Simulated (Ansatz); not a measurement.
Consider the alkene loss: `CC(C)(C)[CH2][Ge]([F])([F])[F]` → `[CH3][Ge]([F])([F])[F]` + `C=C(C)C`.

Gas-phase electronic energies from Ansatz, PBE0-D4/def2-TZVP geometries. CCSD(T)/CBS is the MP2 limit (def2-TZVPP, def2-QZVPP) plus CCSD(T) − MP2 in def2-TZVPP, frozen cores. This one scheme is used for every species. Functionals use def2-TZVPP. B3LYP here is the variant with VWN-RPA as its local correlation; programs differ in this. HSE06 is defined as in plane-wave codes. For Ge outer-core shells are correlated without core-valence functions, which leaves a few kJ/mol of doubt a bond. Scalar relativity is left out up to krypton. One conformer a species, not always the lowest.

`CC(C)(C)[CH2][Ge]([F])([F])[F]`:

```xyz
20

C    -1.434    0.270    0.710
C    -0.160   -0.461    0.296
C    -0.433   -1.965    0.258
C     0.953   -0.178    1.300
C     0.268   -0.041   -1.117
Ge    0.692    1.814   -1.414
F     2.003    2.432   -0.492
F    -0.589    2.922   -1.128
F     1.144    2.083   -3.049
H    -2.243    0.091   -0.003
H    -1.283    1.351    0.777
H    -1.767   -0.079    1.690
H     0.461   -2.522   -0.034
H    -0.744   -2.321    1.243
H    -1.230   -2.204   -0.452
H     0.666   -0.537    2.292
H     1.880   -0.684    1.016
H     1.169    0.890    1.384
H     1.163   -0.588   -1.432
H    -0.516   -0.271   -1.846
```

`[CH3][Ge]([F])([F])[F]`:

Cartesian coordinates in Å:
```
C -0.568 -0.853 -0.325
Ge 0.442 0.663 0.253
F 1.189 1.510 -1.037
F -0.503 1.831 1.078
F 1.712 0.260 1.330
H -1.358 -0.522 -0.998
H 0.092 -1.546 -0.844
H -1.006 -1.343 0.544
```

`C=C(C)C`:

Z-matrix (Å, degrees):
```
C
C 1 1.496
H 1 1.095 2 110.8
H 1 1.091 2 111.9 3 -121.0
H 1 1.095 2 110.8 3 117.9
C 2 1.496 1 115.7 3 -58.8
C 2 1.329 1 122.2 3 121.2
H 6 1.095 2 110.8 1 59.4
H 6 1.095 2 110.8 1 -58.6
H 6 1.091 2 111.8 1 -179.6
H 7 1.085 2 121.4 1 180.0
H 7 1.085 2 121.4 1 -0.0
```

```csv
level,ΔE (kJ/mol),difference from CCSD(T)/CBS
LDA (SPW92),126.3,32.9
PBE-D4,88.4,-5.0
revPBE-D4,89.6,-3.8
r2SCAN-D4,90.1,-3.3
B97M-V,85.0,-8.4
PBE0-D4,98.3,4.9
B3LYP-D4,76.9,-16.5
r2SCANh-D4,93.0,-0.4
r2SCAN0-D4,97.6,4.2
HSE06-D4,97.1,3.7
CAM-B3LYP-D4,86.1,-7.3
ωB97X-V,99.3,5.9
ωB97M-V,92.9,-0.5
B2PLYP,68.8,-24.6
PBE-QIDH,100.8,7.4
revPBE,42.8,-50.6
BLYP,29.1,-64.3
r2SCAN,84.2,-9.2
PBE0,81.5,-11.9
B3LYP,47.4,-46.0
r2SCANh,86.8,-6.6
r2SCAN0,90.9,-2.5
HSE06,81.3,-12.1
BHLYP,63.9,-29.5
LC-ωPBE,92.5,-0.9
RPA@PBE/def2-TZVPP,93.4,0.0
HF/def2-SVP,60.9,-32.5
MP2/def2-SVP,116.0,22.6
CCSD/def2-SVP,101.8,8.4
CCSD(T)/def2-SVP,105.1,11.7
HF/def2-TZVPP,41.5,-51.9
MP2/def2-TZVPP,104.1,10.7
SCS-MP2/def2-TZVPP,89.8,-3.6
CCSD/def2-TZVPP,89.0,-4.4
CCSD(T)/def2-TZVPP,93.5,0.1
MP2/def2-QZVPP,103.5,10.1
SCS-MP2/def2-QZVPP,88.8,-4.6
HF/CBS(def2),39.7,-53.7
MP2/CBS(def2),104.1,10.7
CCSD/CBS(def2),89.0,-4.4
CCSD(T)/CBS,93.4,0
```

Largest T1 diagnostic among the species: 0.012.

In def2-TZVPP, CCSD(T) changes the Hartree–Fock value by +52.0 kJ/mol (the triples alone add +4.5 kJ/mol) and MP2 by +62.6 kJ/mol. From r2SCAN to r2SCAN0 (25 % exact exchange), in def2-TZVPP and without D4, ΔE moves by +6.6 kJ/mol.

CCSD(T)/CBS has its own doubt, a few kJ/mol and more with outer-core shells, so smaller differences from it don't rank the levels.
